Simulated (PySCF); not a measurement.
**Where the electron goes**

Species: C4H9ClOSi.
Numbering: `[CH3:1][O:2][C@@H:3]1[CH2:4][C@H:5]1[SiH2:6][Cl:7]` (hydrogens: H8, H9, H10 on C1; H11 on C3; H12, H13 on C4; H14 on C5; H15, H16 on Si6)

The calculation used TDDFT wB97X-D/def2-SVPD, vertical, gas phase, core orbitals frozen in the response (PySCF 2.14.0, density-fitted response routines). One conformer (not necessarily the lowest) at the PBE0-D3(BJ)/def2-SVP geometry, without solvent, vibrations or thermal averaging. Torsions of this conformer, `[CH3:1][O:2][C@@H:3]1[CH2:4][C@H:5]1[SiH2:6][Cl:7]`: C1–O2–C3–C4 154°, C4–C5–Si6–Cl7 148°.

Kohn–Sham orbitals with the atoms that hold most of them (Löwdin shares over 4%, at most four atoms; ? is withheld):

```
orbital  ε (eV)                              atoms
 HOMO-3  -10.95      Cl7 46%, O2 17%, C3 8%, C5 6%
 HOMO-2  -10.75  Cl7 55%, Si6 17%, H16 12%, H15 7%
 HOMO-1  -10.25                                  ?
   HOMO   -9.39                                  ?
   LUMO    1.70  Si6 29%, Cl7 27%, H16 10%, H15 9%
 LUMO+1    2.16   Si6 40%, Cl7 12%, H16 8%, H15 8%
 LUMO+2    2.66    Cl7 16%, C1 16%, Si6 14%, O2 8%
```

Q: Give the leading atoms of the HOMO.

A: O2 (bonded to 2 C) 43%; C5 (bonded to 2 C, Si and H) 18%; C3 (bonded to 2 C, O and H) 13%; C1 (bonded to O and 3 H) 6%. By element: oxygen 43%, carbon 37% or more.

Q: Give the leading atoms of the HOMO-1.

A: C4 (bonded to 2 C and 2 H) 20%; Cl7 (bonded to Si) 16%; C5 (bonded to 2 C, Si and H) 15%; O2 (bonded to 2 C) 14%. By element: carbon 35% or more, chlorine 16%, oxygen 14%.

Q: How does S1 compare with the orbital gap of 11.09 eV?

A: S1 is at 7.20 eV (f = 0.027), 3.89 eV below the gap, made of HOMO→LUMO (79%), HOMO-1→LUMO (9%). 

Next come S2 at 7.60 eV (f 0.032), HOMO-1→LUMO (52%), HOMO-2→LUMO (16%); S3 at 7.66 eV (f 0.027), HOMO→LUMO+1 (44%), HOMO→LUMO+2 (26%), HOMO-2→LUMO (12%); S4 at 7.72 eV (f 0.028), HOMO-2→LUMO (57%), HOMO-3→LUMO (15%), HOMO-1→LUMO (9%); S5 at 7.92 eV (f 0.0085), HOMO→LUMO+4 (70%), HOMO→LUMO+1 (10%).

Löwdin shares depend on the basis, the more so with diffuse functions.

On one thread of an Arm Neoverse V1 (shared host), this took 3.2 min (grids of density and orbitals included) and 0.99 GiB of memory at its peak.

Without π bonds the low states are Rydberg-like; a valence basis with one diffuse set may place them up to an eV too high.
